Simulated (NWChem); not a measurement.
System: CH5ClGeO; SMILES C[O][GeH2][Cl]

Input file for NWChem:

```
start job
memory heap 200 mb stack 900 mb global 1100 mb
geometry units angstroms noautoz
  Ge     0.684805    -0.030055    -0.005841
  Cl    -0.754741    -1.683134    -0.011888
  O     -0.103864     1.457468    -0.586127
  C     -1.160189     2.028227     0.182300
  H      1.780841    -0.345896    -1.033107
  H      1.138139     0.129029     1.463145
  H     -2.054590     1.392640     0.170637
  H     -0.862412     2.204135     1.226231
  H     -1.408389     2.991325    -0.273848
end
basis spherical
  * library 3-21g
end
dft
  xc hfexch
  iterations 150
  mulliken
end
task dft energy
```

Output (shortened):

```
             Northwest Computational Chemistry Package (NWChem) 7.3.0
             --------------------------------------------------------

 C1  symmetry detected

                             Geometry "geometry" -> ""
                             -------------------------

 Output coordinates in angstroms (scale by  1.889725989 to convert to a.u.)

  No.       Tag          Charge          X              Y              Z
 ---- ---------------- ---------- -------------- -------------- --------------
    1 Ge                  32.0000     0.68605576    -0.02157472     0.05079630
    2 Cl                  17.0000    -0.70544743    -1.71200466    -0.05486795
    3 O                    8.0000    -0.12559533     1.46234777    -0.50656519
    4 C                    6.0000    -1.22119065     1.97855325     0.24528002
    5 H                    1.0000     1.82227345    -0.27347195    -0.95014478
    6 H                    1.0000     1.08837341     0.10116598     1.53801334
    7 H                    1.0000    -2.09652306     1.31966320     0.18431206
    8 H                    1.0000    -0.96141736     2.12791493     1.30339893
    9 H                    1.0000    -1.48197794     2.94909652    -0.18746440

 Effective nuclear repulsion energy (a.u.)     370.5140399998

  xc_inp: hfexch multiplicative factor not found.

                                 NWChem DFT Module
                                 -----------------

 Summary of "ao basis" -> "ao basis" (spherical)
 ------------------------------------------------------------------------------
       Tag                 Description            Shells   Functions and Types
 ---------------- ------------------------------  ------  ---------------------
 Ge                          3-21g                  10       22   5s4p1d
 Cl                          3-21g                   7       13   4s3p
 O                           3-21g                   5        9   3s2p
 C                           3-21g                   5        9   3s2p
 H                           3-21g                   2        2   2s

            General Information
            -------------------
          SCF calculation type: DFT
          Wavefunction type:  closed shell.
          No. of atoms     :     9
          No. of electrons :    68
           Alpha electrons :    34
            Beta electrons :    34
          Charge           :     0
          Spin multiplicity:     1
          Use of symmetry is: off; symmetry adaption is: off
          Maximum number of iterations: 150
          AO basis - number of functions:    63
                     number of shells:    37
          Convergence on energy requested:  1.00D-06
          Convergence on density requested:  1.00D-05
          Convergence on gradient requested:  5.00D-04

              XC Information
              --------------
                     Hartree-Fock (Exact) Exchange  1.000

      Superposition of Atomic Density Guess
      -------------------------------------

 Sum of atomic energies:       -2636.87833368

      Non-variational initial energy
      ------------------------------

 Total energy =   -2638.123570
 1-e energy   =   -4412.121207
 2-e energy   =    1403.483597
 HOMO         =      -0.358920
 LUMO         =       0.064704

     ---------------------------------------------
      Total Density - Mulliken Population Analysis
     ---------------------------------------------

    Atom       Charge   Shell Charges
 -----------   ------   -------------------------------------------------------
    1 Ge  32    30.60   2.00  2.00  5.99  2.00  5.95  0.71  1.06  0.48  0.45  9.97
    2 Cl  17    17.61   2.00  1.96  5.91  1.13  3.14  0.89  2.58
    3 O    8     8.94   1.99  0.43  2.25  1.44  2.83
    4 C    6     6.23   1.99  0.39  1.41  1.05  1.39
    5 H    1     1.11   0.39  0.73
    6 H    1     1.11   0.39  0.72
    7 H    1     0.80   0.43  0.36
    8 H    1     0.80   0.43  0.37
    9 H    1     0.79   0.44  0.35

   convergence    iter        energy       DeltaE   RMS-Dens  Diis-err
 ---------------- ----- ----------------- --------- --------- ---------
 d= 0,ls=0.0,diis     1  -2637.6441698969 -3.01D+03  1.15D-02  4.00D-01
 d= 0,ls=0.0,diis     2  -2637.6908270346 -4.67D-02  3.36D-03  1.35D-01
 d= 0,ls=0.0,diis     3  -2637.7026252884 -1.18D-02  8.97D-04  3.24D-03
 d= 0,ls=0.0,diis     4  -2637.7031371739 -5.12D-04  2.70D-04  1.96D-04
 d= 0,ls=0.0,diis     5  -2637.7031777680 -4.06D-05  9.72D-05  1.28D-05
  Resetting Diis
 d= 0,ls=0.0,diis     6  -2637.7031822087 -4.44D-06  4.03D-05  1.07D-06
 d= 0,ls=0.0,diis     7  -2637.7031827090 -5.00D-07  5.04D-06  4.50D-08

         Total DFT energy =    -2637.703182708953
      One electron energy =    -4410.961353316773
           Coulomb energy =     1522.910794536122
    Exchange-Corr. energy =     -120.166663928063
 Nuclear repulsion energy =      370.514039999760

 Numeric. integr. density =        0.000000000000

                       DFT Final Molecular Orbital Analysis
                       ------------------------------------

 Vector   32  Occ=2.000000D+00  E=-4.536780D-01
              MO Center= -5.0D-01, -8.0D-01, -1.4D-01, r^2= 3.8D+00
   Bfn.  Coefficient  Atom+Function         Bfn.  Coefficient  Atom+Function
  ----- ------------  ---------------      ----- ------------  ---------------
    29      0.397869  2 Cl px                33      0.357856  2 Cl px
    30     -0.281239  2 Cl py                34     -0.246946  2 Cl py
    44      0.211615  3 O  pz                25     -0.184326  2 Cl px
    40      0.165323  3 O  pz                55     -0.151750  5 H  s
    43     -0.148980  3 O  py                31     -0.132988  2 Cl pz

[...]
```

Level: Hartree-Fock/3-21G. All runs use the structure optimised with B3LYP/6-31G* (spherical d).
